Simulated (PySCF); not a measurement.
## TDDFT excited states: C2ClF5

Species: pentafluorochloroethane, C2ClF5.
SMILES: `FC(F)(F)C(F)(F)Cl`

Method used: PySCF 2.14.0, density-fitted response routines, TDDFT CAM-B3LYP/def2-SVPD, vertical, gas phase, core orbitals frozen in the response. Geometry: PBE0-D3(BJ)/def2-SVP; no solvent, vibrations or thermal averaging. Torsions of this conformer, `[F:1][C:2]([F:3])([F:4])[C:5]([F:6])([F:7])[Cl:8]`: F1–C2–C5–F6 58°.

Problem. List the vertical singlet excitations with oscillator strengths and describe the spectrum.

Solution. 

| state | λ (nm) | E (eV) | f | symmetry | main configurations (H = HOMO, L = LUMO) |
| --- | --- | --- | --- | --- | --- |
| S1 | 156.9 | 7.90 | 0.0003 | – | H→L (90%) |
| S2 | 156.7 | 7.91 | 0.0030 | A′ | H-1→L (89%) |
| S3 | 126.3 | 9.81 | 0.108 | A′ | H-2→L (64%), H-1→L+1 (12%) |
| S4 | 125.7 | 9.86 | 0.075 | A″ | H→L+1 (69%), H→L+3 (10%), H→L+4 (10%) |
| S5 | 125.0 | 9.91 | 0.089 | A′ | H-1→L+1 (58%), H-2→L (14%), H-1→L+4 (11%) |
| S6 | 119.3 | 10.40 | 0.0028 | A″ | H-1→L+2 (51%), H-1→L+5 (36%) |
| S7 | 116.9 | 10.60 | 0.050 | A′ | H→L+2 (34%), H→L+5 (33%) |
| S8 | 114.4 | 10.84 | 0.0032 | A″ | H→L+3 (25%), H→L+6 (23%), H→L+4 (17%) |
| S9 | 113.9 | 10.88 | 0.068 | A′ | H-1→L+3 (33%), H-1→L+1 (11%), H-2→L+1 (10%) |
| S10 | 112.6 | 11.01 | 0.0007 | – | H→L+4 (46%), H→L+3 (29%) |

Triplets (Tamm–Dancoff): T1 7.03 eV, H→L (85%); T2 7.06 eV, H-1→L (84%); T3 8.67 eV, H-2→L (77%); T4 9.65 eV, H→L+1 (65%), H→L+4 (12%), H→L+3 (11%).

The lowest singlet comes at 157 nm (762 kJ/mol) in the vacuum ultraviolet; it is dark (f under 0.0005); its leading configuration is HOMO→LUMO (90%). The most intense listed level is S3 at 9.81 eV (126 nm, f = 0.108), 1.91 eV above S1. S1/S2 lie within about 0.01 eV of each other. Löwdin shares by element: HOMO (one of a set within 0.03 eV) chlorine 83%, carbon 6% or more, fluorine 5% or more; LUMO chlorine 65%, carbon 24% or more. The oscillator strengths of these states sum to 0.400; summed over the whole spectrum of an exact calculation they would give the number of electrons, 74 (Thomas–Reiche–Kuhn). Orbital energies (eV): HOMO-3 -14.37, HOMO-2 -12.87, HOMO-1 -11.70, HOMO -11.70, LUMO 0.59, LUMO+1 1.27, LUMO+2 2.06. Weighted by f, the mean energy of these states is 10.12 eV. No computed singlet lies in the visible range (380 to 750 nm); the lowest, at 157 nm, stands 4.64 eV above its violet end (3.26 eV). The vertical ionisation energy (ΔSCF) is 13.94 eV, 2.94 eV above S10. Symmetry labels in Cs follow from the direction of the transition dipole and are given only for states with f of 0.002 or more. Only the lowest 10 singlets were computed, as vertical energies without vibronic structure.
